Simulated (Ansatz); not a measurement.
Species: CH$_{5}$In, SMILES `[CH3][InH2]` (charge 0, multiplicity 1).

Question: Give a relaxed geometry from B3LYP-D3(BJ)/def2-TZVP (Ansatz, an electronic-structure program).

Answer: the end point of this relaxation (outside a Z-matrix the atoms follow the SMILES, hydrogens last).
Bond lengths (Å): C1–In2 2.174, C1–H3 1.091, C1–H4 1.088, C1–H5 1.091, In2–H6 1.738, In2–H7 1.737. Bond angles (°): In2–C1–H3 109.3, In2–C1–H4 111.5, In2–C1–H5 109.8, H3–C1–H4 109.0, H3–C1–H5 107.7, H4–C1–H5 109.4, C1–In2–H6 119.7, C1–In2–H7 121.0, H6–In2–H7 119.3.
